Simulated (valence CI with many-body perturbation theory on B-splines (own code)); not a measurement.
**Se XXX: electric-dipole lines**

Method: valence CI with perturbative core correlation (CI+MBPT): three valence electrons over a frozen Dirac-Fock core [He], radial functions for each j: 11 s, 11 p, 10 d, 8 f, 5 g, 2 h, with the one-electron correlation potential Σ1, the two-electron term Σ2, the three-electron term Σ3, Breit, model QED; selected CI, second order for the rest, scaled by the run's own slope (own B-spline code, finite nucleus).

No measured spectrum was set against this ion. As an estimate, large intervals hold to a few tenths of a per cent, small ones and those within an open d or f shell to about a per cent.

Lines 201 to 250 of 593 in falling wavelength, among levels below 198.69 Ry, chosen from the strongest by gf and those to the six lowest levels. Wavelengths and rates use the calculated energies. Electric multipoles are in the length gauge, E1 and E2 with the static RPA response of the core. Weak lines are less certain than strong ones. Lines between different terms over intervals too small for the method are left out, as are lines whose strength nearly cancels. Where a level lies close to another of its J and parity, the split of strength between their lines is uncertain. The highest levels of a list are the least certain.

Levels are named by their leading jj configuration (3d3/2^4 stands for four electrons in 3d with j = 3/2), which in mixed levels can hold well under half, so a name can repeat and another be missing. Letters in brackets count levels of one name in rising energy.

```tsv
λ vac (nm)	Upper	Lower	A (s⁻¹)	S (a.u.) with core polarisation	S without
2.057	(2s 2p1/2 4f5/2) J=5/2 [b]	(2s 2p1/2 3d5/2) J=5/2 [b]	4.59e+11	1.18e-02	1.18e-02
2.054	(2s 2p3/2 4f5/2) J=5/2 [a]	(2s 2p3/2 3d5/2) J=3/2 [a]	9.06e+11	2.33e-02	2.33e-02
2.054	(2s 2p1/2 4f7/2) J=5/2	(2s 2p1/2 3d5/2) J=5/2 [b]	5.10e+11	1.31e-02	1.31e-02
2.054	(2s 2p1/2 4s) J=1/2 [a]	(2s 2p1/2 3p3/2) J=3/2 [a]	1.34e+12	1.15e-02	1.15e-02
2.054	(2s 2p1/2 4s) J=1/2 [b]	(2s 2p1/2 3p3/2) J=3/2 [b]	9.43e+11	8.07e-03	8.06e-03
2.053	(2s 2p1/2 4f7/2) J=7/2 [b]	(2s 2p1/2 3d5/2) J=5/2 [b]	8.56e+12	2.92e-01	2.93e-01
2.052	(2s 2p1/2 4f5/2) J=5/2 [a]	(2s 2p1/2 3d3/2) J=3/2 [b]	8.09e+11	2.07e-02	2.07e-02
2.049	(2s 2p3/2 4f7/2) J=5/2 [a]	(2s 2p3/2 3d5/2) J=3/2 [a]	6.78e+12	1.73e-01	1.73e-01
2.049	(2s 2p1/2 4s) J=3/2	(2s 2p1/2 3p3/2) J=5/2	1.08e+12	1.83e-02	1.83e-02
2.046	(2s 2p3/2 4f5/2) J=3/2 [b]	(2s 2p3/2 3d5/2) J=3/2 [b]	1.26e+12	2.13e-02	2.13e-02
2.046	(2s 2p1/2 4f7/2) J=5/2	(2s 2p1/2 3d5/2) J=3/2	7.85e+12	1.99e-01	1.99e-01
2.045	(2s 2p3/2 4f7/2) J=3/2	(2s 2p3/2 3d5/2) J=3/2 [a]	3.06e+12	5.16e-02	5.16e-02
2.044	(2s 2p3/2 4f7/2) J=5/2 [b]	(2s 2p3/2 3d5/2) J=3/2 [b]	9.10e+12	2.30e-01	2.30e-01
2.042	(2s^2 4s) J=1/2	(2s^2 3p3/2) J=3/2	1.43e+12	1.20e-02	1.20e-02
2.042	(2s 2p1/2 4f5/2) J=5/2 [a]	(2s 2p1/2 3d5/2) J=5/2 [a]	3.30e+11	8.31e-03	8.31e-03
2.042	(2p1/2^2 4f5/2) J=5/2	(2p1/2^2 3d5/2) J=5/2	6.90e+11	1.74e-02	1.74e-02
2.039	(2s 2p1/2 4f7/2) J=7/2 [a]	(2s 2p1/2 3d5/2) J=5/2 [a]	5.18e+12	1.73e-01	1.73e-01
2.039	(2s 2p3/2 4f7/2) J=7/2 [b]	(2s 2p3/2 3d5/2) J=5/2 [b]	7.65e+12	2.56e-01	2.56e-01
2.039	(2s 2p3/2 4s) J=3/2 [b]	(2s 2p3/2 3p3/2) J=5/2 [b]	9.96e+11	1.67e-02	1.67e-02
2.038	(2p1/2^2 4f7/2) J=7/2	(2p1/2^2 3d5/2) J=5/2	1.06e+13	3.53e-01	3.53e-01
2.037	(2s 2p3/2 4f5/2) J=7/2 [b]	(2s 2p3/2 3d5/2) J=5/2 [b]	2.40e+12	8.02e-02	8.02e-02
2.035	(2s 2p3/2 4f7/2) J=7/2 [a]	(2s 2p3/2 3d5/2) J=5/2 [a]	8.68e+12	2.89e-01	2.89e-01
2.033	(2s 2p3/2 4f5/2) J=3/2 [b]	(2s 2p3/2 3d3/2) J=1/2 [b]	7.64e+12	1.27e-01	1.27e-01
2.033	(2s 2p3/2 4s) J=5/2	(2s 2p3/2 3p3/2) J=7/2	9.13e+11	2.27e-02	2.27e-02
2.032	(2s 2p3/2 4f7/2) J=5/2 [a]	(2s 2p3/2 3d5/2) J=5/2 [a]	3.20e+12	7.96e-02	7.96e-02
2.031	(2s 2p3/2 4f7/2) J=5/2 [b]	(2s 2p3/2 3d5/2) J=5/2 [b]	1.50e+12	3.72e-02	3.73e-02
2.027	(2s^2 4f5/2) J=5/2	(2s^2 3d5/2) J=5/2	7.64e+11	1.88e-02	1.89e-02
2.025	(2s 2p3/2 4f5/2) J=5/2 [b]	(2s 2p3/2 3d3/2) J=3/2 [b]	8.89e+12	2.19e-01	2.19e-01
2.024	(2s^2 4f7/2) J=7/2	(2s^2 3d5/2) J=5/2	1.15e+13	3.76e-01	3.76e-01
2.024	(2s 2p1/2 4f5/2) J=3/2	(2s 2p1/2 3d3/2) J=1/2	7.87e+12	1.29e-01	1.29e-01
2.022	(2s 2p1/2 4f5/2) J=3/2	(2s 2p1/2 3d3/2) J=3/2 [b]	2.81e+12	4.59e-02	4.59e-02
2.022	(2s 2p1/2 4f5/2) J=7/2	(2s 2p1/2 3d5/2) J=7/2	8.50e+11	2.78e-02	2.78e-02
2.021	(2s 2p1/2 4f5/2) J=5/2 [b]	(2s 2p1/2 3d3/2) J=3/2 [b]	7.81e+12	1.91e-01	1.91e-01
2.020	(2s 2p3/2 4f5/2) J=5/2 [b]	(2s 2p3/2 3d3/2) J=5/2 [b]	1.65e+12	4.03e-02	4.03e-02
2.020	(2s 2p3/2 4f7/2) J=7/2 [b]	(2s 2p3/2 3d5/2) J=7/2 [b]	1.51e+12	4.92e-02	4.92e-02
2.020	(2s 2p1/2 4f7/2) J=9/2	(2s 2p1/2 3d5/2) J=7/2	1.10e+13	4.48e-01	4.48e-01
2.020	(2s 2p1/2 4f5/2) J=5/2 [a]	(2s 2p1/2 3d3/2) J=5/2	3.49e+11	8.53e-03	8.53e-03
2.020	(2s 2p3/2 4f5/2) J=5/2 [a]	(2s 2p3/2 3d3/2) J=3/2 [a]	5.12e+12	1.25e-01	1.25e-01
2.020	(2s 2p3/2 4f5/2) J=3/2 [a]	(2s 2p3/2 3d3/2) J=1/2 [a]	3.38e+12	5.49e-02	5.50e-02
2.019	(2s 2p3/2 4s) J=5/2	(2s 2p3/2 3p1/2) J=5/2	4.54e+11	1.11e-02	1.11e-02
2.018	(2s 2p3/2 4f7/2) J=7/2 [b]	(2s 2p3/2 3d3/2) J=5/2 [b]	1.89e+12	6.13e-02	6.13e-02
2.018	(2s 2p3/2 4f5/2) J=1/2	(2s 2p3/2 3d3/2) J=1/2 [a]	8.93e+12	7.24e-02	7.24e-02
2.017	(2s 2p3/2 4f5/2) J=3/2 [b]	(2s 2p3/2 3d3/2) J=3/2 [b]	1.77e+12	2.87e-02	2.87e-02
2.017	(2s 2p3/2 4f5/2) J=3/2 [a]	(2s 2p3/2 3d3/2) J=3/2 [a]	6.21e+12	1.01e-01	1.01e-01
2.017	(2s 2p1/2 4f7/2) J=7/2 [b]	(2s 2p1/2 3d5/2) J=7/2	7.39e+11	2.39e-02	2.39e-02
2.017	(2s 2p1/2 4f7/2) J=7/2 [a]	(2s 2p1/2 3d3/2) J=5/2	5.21e+12	1.69e-01	1.69e-01
2.016	(2s 2p3/2 4f7/2) J=9/2 [b]	(2s 2p3/2 3d5/2) J=7/2 [b]	1.10e+13	4.44e-01	4.44e-01
2.016	(2s 2p3/2 4f5/2) J=7/2 [b]	(2s 2p3/2 3d3/2) J=5/2 [b]	8.04e+12	2.60e-01	2.60e-01
2.015	(2s 2p3/2 4f5/2) J=1/2	(2s 2p3/2 3d3/2) J=3/2 [a]	2.47e+12	2.00e-02	2.00e-02
2.015	(2s 2p3/2 4f5/2) J=7/2 [a]	(2s 2p3/2 3d3/2) J=5/2 [a]	7.68e+12	2.48e-01	2.48e-01
```
